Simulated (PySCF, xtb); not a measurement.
hydrogen iodide (HI), SMILES I.

xtb with GFN2-xTB at its own geometry gives an orbital gap of 6.43 eV and a dipole moment of 2.47 D.

Geometry: B3LYP-D3(BJ)/def2-TZVPD. The def2 effective core potentials stand for the cores of I; spin–orbit coupling is left out.

Task: What does PySCF with PBE/def2-TZVPD give? (An estimate is asked for; the answer gives what the named calculation found.)

Result: gap 4.97 eV (levels -6.79 and -1.83 eV), dipole 0.41 D.
